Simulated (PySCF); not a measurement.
BH4O2Si, CH5OSi, CH8OSi2, AlBClH2O (calculated)

Calculation on a computer-drawn molecule: optimised geometry and harmonic frequencies of an isolated molecule of the commonest isotopes, restricted reference for singlets and unrestricted otherwise, frozen core in MP2. Program: PySCF 2.14.0.

Common to all runs: method HF.

```json
{"entry": 1, "formula": "BH4O2Si", "start_structure": {"atoms_angstrom": [["O", -0.493, 0.9118, -0.8701], ["B", -1.4699, -0.1211, -0.6499], ["O", -2.885, 0.1556, -0.4822], ["Si", -1.0278, -1.9771, -0.868], ["H", -0.8002, 1.7598, -0.7069], ["H", -2.9807, 1.0846, -0.3783], ["H", -1.9002, -3.0818, -0.7299], ["H", 0.3852, -2.4038, -1.0689]]}, "given": {"charge": 0, "multiplicity": 2, "basis": "cc-pV(D+d)Z", "drawn_bonds_atom": [1, 2, 2, 1, 3, 4, 4], "drawn_bonds_other_atom": [2, 3, 4, 5, 6, 7, 8], "drawn_bonds_order": [1, 1, 1, 1, 1, 1, 1]}, "results": {"optimised_atom_element": ["O", "B", "O", "Si", "H", "H", "H", "H"], "optimised_atom_x [angstrom]": [-0.5324, -1.507, -2.807, -1.014, -0.8095, -3.005, -1.903, 0.4058], "optimised_atom_y [angstrom]": [0.8479, -0.0988, 0.1869, -2.023, 1.739, 1.101, -3.047, -2.377], "optimised_atom_z [angstrom]": [-0.831, -0.7592, -0.4735, -1.177, -0.6683, -0.3234, -0.5801, -0.9413], "modes_frequency [cm^-1]": [148.4, 210.8, 384.4, 408.7, 450.0, 581.9, 622.5, 625.4, 665.2, 998.7, 1025, 1095, 1352, 1438, 2301, 2309, 4132, 4135], "modes_reduced_mass [dalton]": [1.097, 3.924, 5.402, 1.569, 1.057, 1.175, 1.233, 3.245, 2.76, 1.097, 1.105, 2.301, 2.531, 10.48, 1.03, 1.053, 1.067, 1.065], "rotational_constants [GHz]": [9.696, 3.915, 2.807], "total_energy [hartree]": -465.7481, "spin_squared": 0.7601, "convergence_status_largest_gradient_component [hartree/bohr]": 1.652e-05}}
{"entry": 2, "formula": "BH4O2Si", "start_structure": {"atoms_angstrom": [["O", -1.7157, -0.7126, 0.343], ["B", -0.5232, -0.5531, 1.0405], ["Si", -0.3593, -1.7345, 2.4508], ["O", -1.5427, -2.8886, 2.8008], ["H", -1.7792, -0.0713, -0.3702], ["H", 0.235, 0.2494, 0.7575], ["H", 0.6035, -2.1558, 3.53], ["H", -2.3233, -2.8962, 2.2454]]}, "given": {"charge": 0, "multiplicity": 2, "basis": "cc-pV(D+d)Z", "drawn_bonds_atom": [1, 2, 3, 1, 2, 3, 4], "drawn_bonds_other_atom": [2, 3, 4, 5, 6, 7, 8], "drawn_bonds_order": [1, 1, 1, 1, 1, 1, 1]}, "results": {"optimised_atom_element": ["O", "B", "Si", "O", "H", "H", "H", "H"], "optimised_atom_x [angstrom]": [-1.673, -0.6004, -0.5593, -1.552, -1.67, 0.2536, 0.7736, -2.378], "optimised_atom_y [angstrom]": [-0.687, -0.5591, -1.656, -2.987, -0.09864, 0.2582, -2.127, -2.906], "optimised_atom_z [angstrom]": [0.263, 1.08, 2.776, 2.78, -0.4778, 0.8397, 3.214, 2.324], "modes_frequency [cm^-1]": [104.9, 164.2, 278.6, 354.5, 490.5, 592.7, 634.6, 814.0, 906.6, 925.4, 947.8, 1053, 1256, 1384, 2309, 2656, 4147, 4161], "modes_reduced_mass [dalton]": [4.488, 2.416, 1.224, 3.462, 1.31, 3.137, 1.219, 1.261, 5.233, 1.39, 1.173, 1.041, 1.862, 3.412, 1.043, 1.093, 1.066, 1.067], "rotational_constants [GHz]": [12.33, 3.53, 2.783], "total_energy [hartree]": -465.7234, "spin_squared": 0.7677, "convergence_status_largest_gradient_component [hartree/bohr]": 3.252e-05}}
{"entry": 3, "formula": "CH5OSi", "start_structure": {"atoms_angstrom": [["O", -2.2392, -0.2774, 0.2992], ["C", -0.9245, 0.1173, 0.2431], ["Si", -0.1212, -0.026, -1.3367], ["H", -2.383, -1.2588, -0.2387], ["H", -0.4952, -0.6962, 1.0715], ["H", -0.8616, 1.0963, 0.7761], ["H", 1.1257, 0.5755, -1.5543], ["H", -1.1902, -0.1611, -2.4303]]}, "given": {"charge": -1, "multiplicity": 1, "basis": "aug-cc-pV(D+d)Z", "drawn_bonds_atom": [1, 2, 1, 2, 2, 3, 3], "drawn_bonds_other_atom": [2, 3, 4, 5, 6, 7, 8], "drawn_bonds_order": [1, 1, 1, 1, 1, 1, 1]}, "results": {"optimised_atom_element": ["O", "C", "Si", "H", "H", "H", "H", "H"], "optimised_atom_x [angstrom]": [-2.229, -1.01, -0.3439, -2.3, -0.25, -1.219, 1.103, -0.841], "optimised_atom_y [angstrom]": [-0.6452, 0.04387, -0.4087, -1.376, -0.2267, 1.109, 0.06982, 0.8035], "optimised_atom_z [angstrom]": [0.5687, 0.2356, -1.559, -0.02464, 0.9803, 0.3674, -1.378, -2.36], "modes_frequency [cm^-1]": [140.3, 308.4, 381.0, 587.0, 636.2, 781.1, 907.2, 1018, 1070, 1254, 1335, 1466, 1578, 1970, 1999, 3099, 3165, 4123], "modes_reduced_mass [dalton]": [1.212, 4.682, 1.091, 2.069, 1.208, 1.344, 1.307, 1.049, 8.561, 1.102, 1.138, 1.247, 1.059, 1.046, 1.034, 1.068, 1.093, 1.067], "rotational_constants [GHz]": [29.1, 4.997, 4.578], "total_energy [hartree]": -404.5476, "convergence_status_largest_gradient_component [hartree/bohr]": 2.044e-05}}
{"entry": 4, "formula": "CH8OSi2", "start_structure": {"atoms_angstrom": [["O", -0.3057, 0.4713, -1.8493], ["C", 0.7472, -0.4764, -2.0454], ["Si", 0.8386, -1.8576, -0.6927], ["Si", 0.5731, -0.9144, 1.324], ["H", -0.1589, 0.9021, -1.0725], ["H", 0.7649, -0.8077, -3.0273], ["H", 1.7975, 0.1718, -2.0433], ["H", -0.3548, -2.6658, -1.1265], ["H", 1.9803, -2.6419, -1.0328], ["H", 1.3362, 0.3734, 1.4423], ["H", -0.7094, -0.5744, 1.7022], ["H", 1.1462, -1.7449, 2.3941]]}, "given": {"charge": 0, "multiplicity": 1, "basis": "cc-pV(D+d)Z", "drawn_bonds_atom": [1, 2, 3, 1, 2, 2, 3, 3, 4, 4, 4], "drawn_bonds_other_atom": [2, 3, 4, 5, 6, 7, 8, 9, 10, 11, 12], "drawn_bonds_order": [1, 1, 1, 1, 1, 1, 1, 1, 1, 1, 1]}, "results": {"total_energy [hartree]": null, "rotational_constants [GHz]": null}}
{"entry": 5, "formula": "BH4O2Si", "start_structure": {"atoms_angstrom": [["O", -1.2747, -2.0187, -3.1866], ["B", -1.2288, -1.3916, -2.1801], ["Si", -0.8812, -0.376, -0.4586], ["O", 0.5415, -1.1312, -0.0878], ["H", -1.4402, -2.5826, -3.9628], ["H", -0.7029, 1.0858, -0.791], ["H", -1.9391, -0.6367, 0.451], ["H", 1.091, -1.0077, 0.7197]]}, "given": {"charge": 1, "multiplicity": 1, "basis": "cc-pV(D+d)Z", "drawn_bonds_atom": [1, 2, 3, 1, 3, 3, 4], "drawn_bonds_other_atom": [2, 3, 4, 5, 6, 7, 8], "drawn_bonds_order": [1, 1, 1, 1, 1, 1, 1]}, "results": {"rotational_constants [GHz]": null}}
{"entry": 6, "formula": "AlBClH2O", "start_structure": {"atoms_angstrom": [["O", -1.1931, 2.0878, 1.281], ["B", -1.6643, 2.678, 2.5072], ["Al", -2.8071, 2.8618, 0.7263], ["Cl", -0.4169, 2.8842, 3.6322], ["H", -0.2352, 1.7315, 1.2202], ["H", -2.2252, 3.2803, -0.7139]]}, "given": {"charge": 0, "multiplicity": 2, "basis": "cc-pV(D+d)Z", "drawn_bonds_atom": [1, 2, 2, 1, 3], "drawn_bonds_other_atom": [2, 3, 4, 5, 6], "drawn_bonds_order": [1, 1, 1, 1, 1]}, "results": {"spin_squared": null, "rotational_constants [GHz]": null, "total_energy [hartree]": null}}
```

Q: Give the missing total energy for CH8OSi2 (entry 4).
A: -695.2433 hartree

Q: What rotational constants does the calculation give for CH8OSi2 (entry 4)?
A: 6.569, 2.234, 1.821 GHz

Q: Give the table of modes values for CH8OSi2 (entry 4).
A: 
Modes:
```
frequency (cm⁻¹)  reduced mass (dalton)
           71.92                  1.295
           90.44                  2.511
           143.9                  2.036
           245.7                  1.808
             300                  1.422
           399.6                   1.11
           429.7                  5.499
           529.6                  1.164
           603.7                  1.675
           685.2                   1.75
           735.2                  1.152
             844                   1.48
             913                  1.263
           988.4                  1.123
            1018                  1.073
            1023                  1.036
            1032                  1.043
            1148                  6.116
            1228                  1.038
            1407                  1.299
            1491                  1.206
            1577                  1.072
            2281                  1.041
            2289                  1.042
            2294                  1.038
            2301                  1.044
            2310                  1.035
            3154                  1.068
            3233                  1.096
            4153                  1.067
```

Q: What rotational constants does the calculation give for BH4O2Si (entry 5)?
A: 15.42, 2.821, 2.455 GHz

Q: Give the missing spin squared for AlBClH2O (entry 6).
A: 0.7628

Q: Estimate the rotational constants of AlBClH2O (entry 6).
A: 6.412, 2.676, 1.913 GHz

Q: Estimate the total energy of AlBClH2O (entry 6).
A: -802.1937 hartree

Further results for CH8OSi2 (entry 4):

- convergence status largest gradient component: 1.367e-05 hartree/bohr

Optimised structure:
```xyz
12
CH8OSi2
O     -0.4746     0.3198    -2.0152
C      0.7499    -0.3846    -2.0821
Si     0.8571    -1.7731    -0.7800
Si     0.6970    -0.9088     1.4208
H     -0.4797     0.8773    -1.2520
H      0.7943    -0.8306    -3.0776
H      1.6089     0.2938    -2.0141
H     -0.2406    -2.7445    -1.0045
H      2.1558    -2.4818    -0.9258
H      1.8541    -0.0241     1.7098
H     -0.5415    -0.1033     1.5743
H      0.6746    -2.0046     2.4191
```

Further results for BH4O2Si (entry 5):

- total energy: -465.4996 hartree
- convergence status largest gradient component: 2.781e-05 hartree/bohr

Optimised structure:
```xyz
8
BH4O2Si
O     -1.4728    -1.9340    -3.2849
B     -1.2100    -1.3593    -2.2237
Si    -0.8188    -0.3466    -0.4393
O      0.4748    -1.2135     0.0055
H     -1.1940    -2.6360    -3.8672
H     -0.5668     1.0375    -0.8454
H     -2.0303    -0.5258     0.3631
H      0.9835    -1.0810     0.7957
```

Modes:
```
frequency (cm⁻¹)  reduced mass (dalton)
           93.12                  1.192
           134.2                  4.394
             186                  1.094
             269                  2.671
           355.7                  1.801
           436.5                  2.359
           464.8                  8.847
             646                  1.469
           756.3                  1.138
           763.5                  1.201
           920.1                  1.556
           988.8                  2.006
            1038                  1.206
            1839                  9.145
            2402                  1.028
            2415                  1.056
            4051                  1.075
            4127                  1.068
```

Further results for AlBClH2O (entry 6):

* convergence status largest gradient component: 8.486e-06 hartree/bohr

Optimised structure:
```xyz
6
AlBClH2O
O     -0.5519     1.3569     1.4000
B     -1.3082     2.4100     1.7458
Al    -3.0525     3.0648     0.6557
Cl    -0.8606     3.2852     3.2726
H      0.1641     1.1706     1.9948
H     -2.9328     4.2361    -0.4159
```

Modes:
```
frequency (cm⁻¹)  reduced mass (dalton)
           120.3                  3.559
           180.4                  1.405
           316.2                  5.917
           323.1                  2.304
           470.6                  8.596
           606.1                  1.428
           651.4                  1.316
           784.7                  4.764
            1192                  1.383
            1376                  9.439
            1930                  1.045
            4102                  1.066
```
